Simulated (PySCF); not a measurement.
The dipole of `c1c(C(F)=O)oc(c1C)C#C` from its density and from atomic charges.

Coordinates (GFN2-xTB, Å) and charges (e) from the PBE0/pcSseg-1 density (PySCF):

| atom | x | y | z | Mulliken | IAO | Hirshfeld | ESP-fitted |
| --- | --- | --- | --- | --- | --- | --- | --- |
| C1 | -1.407 | 3.093 | -0.454 | -0.3745 | -0.1860 | -0.0698 | -0.3142 |
| C2 | -0.804 | 2.065 | -0.304 | +0.4097 | -0.0412 | -0.0471 | -0.0866 |
| C3 | -0.108 | 0.858 | -0.129 | +0.2227 | +0.1628 | +0.0782 | +0.2709 |
| O4 | 1.234 | 0.849 | -0.141 | -0.3673 | -0.1969 | -0.0391 | -0.1636 |
| C5 | 1.624 | -0.430 | 0.047 | +0.0483 | +0.0867 | +0.0366 | -0.0389 |
| C6 | 3.031 | -0.741 | 0.075 | +0.6213 | +0.5883 | +0.2121 | +0.7264 |
| O7 | 3.981 | -0.044 | -0.045 | -0.3379 | -0.3766 | -0.2271 | -0.4528 |
| F8 | 3.203 | -2.091 | 0.278 | -0.2880 | -0.3032 | -0.1014 | -0.2736 |
| C9 | 0.516 | -1.248 | 0.180 | -0.0034 | -0.1729 | -0.0593 | -0.3421 |
| C10 | -0.612 | -0.422 | 0.067 | -0.3865 | -0.0190 | -0.0047 | +0.1571 |
| C11 | -2.042 | -0.818 | 0.147 | -0.0936 | -0.4309 | -0.1101 | -0.5144 |
| H12 | -1.934 | 3.991 | -0.584 | +0.0556 | +0.2136 | +0.1042 | +0.2988 |
| H13 | 0.531 | -2.307 | 0.337 | +0.0799 | +0.1854 | +0.0678 | +0.2368 |
| H14 | -2.460 | -0.537 | 1.113 | +0.1464 | +0.1657 | +0.0535 | +0.1642 |
| H15 | -2.141 | -1.894 | 0.028 | +0.1268 | +0.1590 | +0.0549 | +0.1763 |
| H16 | -2.620 | -0.315 | -0.625 | +0.1405 | +0.1651 | +0.0512 | +0.1558 |

Q: Form Σ q r in debye for every column and set it beside the full dipole.

A: The full density gives (-5.33, -0.14, 0.12) D, 5.34 D in size; dipole vectors point from the negative to the positive end.

```json
{"scheme": "Mulliken", "μx": "-5.88", "μy": "-1.82", "μz": "0.41", "size (D)": "6.17", "share of the full size (%)": "116", "angle to the full dipole (°)": "16"}
{"scheme": "IAO", "μx": "-5.79", "μy": "0.23", "μz": "0.06", "size (D)": "5.79", "share of the full size (%)": "109", "angle to the full dipole (°)": "4"}
{"scheme": "Hirshfeld", "μx": "-3.84", "μy": "0.22", "μz": "0.02", "size (D)": "3.84", "share of the full size (%)": "72", "angle to the full dipole (°)": "5"}
{"scheme": "ESP-fitted", "μx": "-5.40", "μy": "-0.14", "μz": "0.11", "size (D)": "5.40", "share of the full size (%)": "101", "angle to the full dipole (°)": "0"}
```

Q: Which set comes closest?

A: Length of the difference vector: ESP-fitted 0.06 D, IAO 0.59 D, Hirshfeld 1.54 D, Mulliken 1.79 D. Closest: ESP-fitted. ESP charges are fitted to the potential around the molecule, whose slowest-falling term is the dipole's. The schemes that divide the density aren't constrained to reproduce the dipole.

Q: What is left for the Hirshfeld atoms' own dipoles?

A: The shares of the density sum to the whole, so what Σ q r misses lies in dipoles about the nuclei. The atomic dipoles sum to (-5.33, -0.14, 0.12) − (-3.84, 0.22, 0.02) = (-1.49, -0.36, 0.10) D, 1.54 D in size.

Q: With the origin at the mean of the coordinates, (0.000, 0.001, -0.001) Å, which are the largest single terms, by size, of the ESP-fitted dipole along the direction of the full one?

A: C6 -10.50, O7 +8.65, C11 -5.10, F8 +4.13, H12 +2.61 D; all 16 atoms together +5.40 D. The single terms depend on the origin, their sum doesn't.

Q: Give the size of the full dipole in other units.

A: 5.34 D = 2.099 au = 1.111 e·Å = 17.80 × 10⁻³⁰ C·m.

Isolated species at its GFN2-xTB geometry (one conformer only). GFN2-xTB frequencies show an imaginary mode (57i cm⁻¹), so this geometry is no minimum at that level.

Conformer computed: `[CH:1]#[C:2][c:3]1[o:4][c:5]([C:6](=[O:7])[F:8])[cH:9][c:10]1[CH3:11]`: O4–C5–C6–O7 0°.
